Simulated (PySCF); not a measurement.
# Scalar relativity in Si(3+) (silicon, charge +3)

[Ne] 3s1, 2S determinant; UHF calculated with PySCF 2.14 in dyall-acv3z (19s12p6d4f, 113 functions), once non-relativistic with a point nucleus and once with spin-free X2C-1e and a Gaussian nucleus.

```
shell  ε non-rel. (eV)  rms r non-rel. (bohr, spins averaged)
 1s α          -1910.2                                 0.1292
 1s β          -1909.7                                 0.1292
 2s α          -204.12                                 0.6126
 2s β          -203.10                                 0.6126
 2p α          -152.23                                 0.5963
 2p β          -151.83                                 0.5963
 3s α          -44.671                                  1.993
```

**Question.** How does scalar relativity move these shells?

**Answer.** 1s α: ε -1914.7 eV, radius -0.40 %; 1s β: ε -1914.2 eV, radius -0.40 %; 2s α: ε -204.86 eV, radius -0.31 %; 2s β: ε -203.84 eV, radius -0.31 %; 2p α: ε -152.22 eV, radius -0.08 %; 2p β: ε -151.82 eV, radius -0.08 %; 3s α: ε -44.762 eV, radius -0.20 %.

The total energy goes from -286.8214 to -287.4244 hartree.

Relativity contracts and stabilises s shells directly. The contracted s shells screen the nucleus better, so for spin-averaged p shells the direct and indirect effects partly cancel.
